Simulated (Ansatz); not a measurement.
`BN(B)CC` → 2 B• + 2 C• + 9 H• + N•  (atomization)

Computed with Ansatz on PBE0-D4/def2-TZVP structures; ΔE is electronic, products minus reactants. CBS: MP2 limit from def2 TZ/QZ plus the TZ coupled-cluster correction, frozen cores. This one scheme is used for every species, atoms too. Functionals use def2-TZVPP. No spin–orbit coupling; open shells (•) take unrestricted orbitals. Spin–orbit coupling would lower the free atoms: a little for B, C. Each species was taken in one conformer, which may not be the lowest.

```json
{"species": "`BN(B)CC`", "B2PLYP energy (Eh)": "-186.01032"}
{"species": "B•", "B2PLYP energy (Eh)": "-24.63545"}
{"species": "C•", "B2PLYP energy (Eh)": "-37.82703"}
{"species": "H•", "B2PLYP energy (Eh)": "-0.49861"}
{"species": "N•", "B2PLYP energy (Eh)": "-54.56930"}
```

(1) Work out ΔE.

Largest T1 diagnostic among the species: 0.014.

Answers

(1) ΔE = 9 × (-0.49861) + 2 × (-24.63545) + 2 × (-37.82703) + (-54.56930) − (-186.01032) = 2.02857 Eh = +5326.0 kJ/mol. CCSD(T)/CBS gives +5337.2 kJ/mol.

In def2-TZVPP, CCSD(T) changes the Hartree–Fock value by +1128.9 kJ/mol (the triples alone add +59.7 kJ/mol) and MP2 by +1186.5 kJ/mol; breaking electron pairs costs correlation energy, which Hartree–Fock lacks. At CCSD(T), def2-SVP lies −200.2 kJ/mol from the extrapolated value and def2-TZVPP −112.5 kJ/mol: correlation converges slowly with the basis, and small sets miss more of it in the bonded molecule than in its fragments.

For atomizations the MP2-based limit and the directly extrapolated one differ by several kJ/mol either way, and by 10 to 25 for some Ge, Se and Sn compounds, so smaller differences from it don't rank the levels.
